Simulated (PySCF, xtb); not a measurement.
RbI, SMILES [Rb][I].

GFN2-xTB (xtb) at its own geometry gives an orbital gap of 2.25 eV and a dipole moment of 11.56 D.

Coordinates come from a PBE0-D3(BJ)/def2-TZVPD optimisation. The def2 effective core potentials stand for the cores of I, Rb; spin–orbit coupling is left out.

Task: What does HF/def2-TZVPD (PySCF) give? (Estimate from the structure and the level; the computed values follow.)

Result: gap 7.21 eV (levels -7.65 and -0.43 eV), dipole 12.40 D.
